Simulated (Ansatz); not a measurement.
`N[SiH2]F` and `[NH2][GeH2][F]` differ in one element.

Ansatz, PBE0-D4/def2-TZVP geometries, multiplicity 1. Each molecule was computed in one conformer, which needn't be the lowest.

Scalar relativity is left out up to krypton.

```
                                                                                  property  `N[SiH2]F`
                                            zero-point energy (PBE0-D4/def2-TZVP) / kJ/mol       121.3
                                                         HOMO energy (PBE/def2-TZVPP) / eV       -6.66
                                                        HOMO energy (PBE0/def2-TZVPP) / eV       -8.15
                                                       LUMO energy (B3LYP/def2-TZVPP) / eV        0.24
ideal-gas entropy at 298 K and 1 bar (rigid rotor, harmonic PBE0-D4/def2-TZVP) / J/(mol·K)         282
                                                     HOMO–LUMO gap (B3LYP/def2-TZVPP) / eV        8.13
```

Problem. What does the change do to each property? (Best estimate.)

Solution. Ansatz gave: 
```csv
property,`[NH2][GeH2][F]`,shift
zero-point energy (PBE0-D4/def2-TZVP) / kJ/mol,116.1,-5.2
HOMO energy (PBE/def2-TZVPP) / eV,-6.54,0.12
HOMO energy (PBE0/def2-TZVPP) / eV,-8.05,0.10
LUMO energy (B3LYP/def2-TZVPP) / eV,0.18,-0.06
"ideal-gas entropy at 298 K and 1 bar (rigid rotor, harmonic PBE0-D4/def2-TZVP) / J/(mol·K)",295,13
HOMO–LUMO gap (B3LYP/def2-TZVPP) / eV,7.97,-0.16
```

B3LYP here is the variant with VWN-RPA as its local correlation; programs differ in this.
